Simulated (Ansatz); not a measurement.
Reaction (ligand exchange at the Sn–S bond): `[AlH2][S][SnH3]` + `FCS` → `FC[S][SnH3]` + `[AlH2][SH]`

Calculated with Ansatz (gas phase, PBE0-D4/def2-TZVP geometries, no zero-point term in ΔE). CBS: MP2 limit from def2 TZ/QZ plus the TZ coupled-cluster correction, frozen cores. This one scheme is used for every species. DFT in def2-TZVPP. B3LYP here is the variant with VWN-RPA as its local correlation; programs differ in this. Elements past krypton have def2 core potentials. For Sn outer-core shells are correlated without core-valence functions, which leaves a few kJ/mol of doubt a bond. Each species was taken in one conformer, which may not be the lowest.

`[AlH2][S][SnH3]`:

Cartesian coordinates in Å:
```
Al -1.603 -0.740 0.858
S 0.483 -1.327 0.726
Sn 1.295 0.496 -0.629
H -2.062 0.589 0.126
H -2.584 -1.663 1.683
H 0.469 0.496 -2.120
H 2.956 0.185 -0.844
H 1.045 1.964 0.201
```

`FCS`:

```xyz
6

F     1.379    0.598   -0.277
C     0.089    0.154   -0.440
S    -0.861    0.186    1.076
H     0.126   -0.855   -0.851
H    -0.423    0.824   -1.135
H    -0.311   -0.908    1.626
```

`FC[S][SnH3]`:

Cartesian coordinates in Å:
```
F 0.829 -1.783 0.626
C 0.871 -0.553 1.247
S 1.207 0.790 0.101
Sn -0.803 0.641 -1.223
H 1.690 -0.559 1.970
H -0.082 -0.409 1.759
H -1.009 2.173 -1.936
H -0.643 -0.567 -2.412
H -2.060 0.266 -0.132
```

`[AlH2][SH]`:

Cartesian coordinates in Å:
```
Al 0.404 -0.271 0.433
S -0.719 1.343 -0.511
H 1.291 0.120 1.679
H 0.284 -1.732 -0.159
H -1.261 0.540 -1.442
```

```csv
level,ΔE (kJ/mol),difference from CCSD(T)/CBS
PBE-D4,8.1,-2.9
r2SCAN-D4,9.4,-1.6
PBE0-D4,10.4,-0.6
B3LYP-D4,7.9,-3.1
ωB97X-V,9.4,-1.6
ωB97M-V,9.4,-1.6
B2PLYP,9.1,-1.9
PBE,8.2,-2.8
r2SCAN,9.5,-1.5
PBE0,10.4,-0.6
B3LYP,7.9,-3.1
HF/def2-TZVPP,13.0,2.0
MP2/def2-TZVPP,11.0,0.0
SCS-MP2/def2-TZVPP,11.0,0.0
CCSD/def2-TZVPP,10.3,-0.7
CCSD(T)/def2-TZVPP,10.1,-0.9
HF/def2-QZVPP,13.3,2.3
MP2/def2-QZVPP,11.6,0.6
SCS-MP2/def2-QZVPP,11.6,0.6
HF/CBS(def2),13.4,2.4
MP2/CBS(def2),11.8,0.8
CCSD/CBS(def2),11.1,0.1
CCSD(T)/CBS,11.0,0
```

Largest T1 diagnostic among the species: 0.013.
